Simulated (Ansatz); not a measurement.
The first iterations of a band of H2OSSe (5 atoms, charge 0, multiplicity 1).

All numbers below come from Ansatz, RKS B3LYP/def2-SVP.

| Quantity | Value |
| --- | --- |
| movable images | 7 |
| climbing image | yes |
| spring | 5.0 eV/Å² |
| optimiser | quadratic models (default) |
| start path | through a guess of the saddle point |
| force threshold | 0.2 eV/Å |
| iteration limit | 60 |
| end points | relaxed |

Image 0:

```xyz
5
Properties=species:S:1:pos:R:3
O -1.203 -1.023 0.120
S -0.589 0.337 0.893
Se 1.598 0.327 0.516
H -1.402 -0.773 -0.797
H 1.597 1.132 -0.733
```

Image 8:

```xyz
5
Properties=species:S:1:pos:R:3
O -1.370 -0.437 -0.418
S -0.547 0.303 0.846
Se 1.610 0.162 0.341
H -1.385 -1.391 -0.241
H 1.691 1.362 -0.528
```

| iteration | highest image above the first end (eV) | largest band force component (eV/Å) |
| --- | --- | --- |
| 1 | 2.028 | 20.031 |
| 2 | 0.286 | 1.157 |

Does the band converge within its limit, and where does its top end?

The run converged. It ended after 7 iterations with the highest image 0.249 eV above the first end. The threshold of 0.2 eV/Å is loose, so the images may lie well off the minimum-energy path. Another band between the same ends (7 images) ends at a top of the same energy, where a vibrational analysis finds 1 clearly imaginary mode.

Time of the run: 2.2 min on 1 thread of Arm Neoverse V2, with other jobs on the host, peak memory 0.25 GiB.
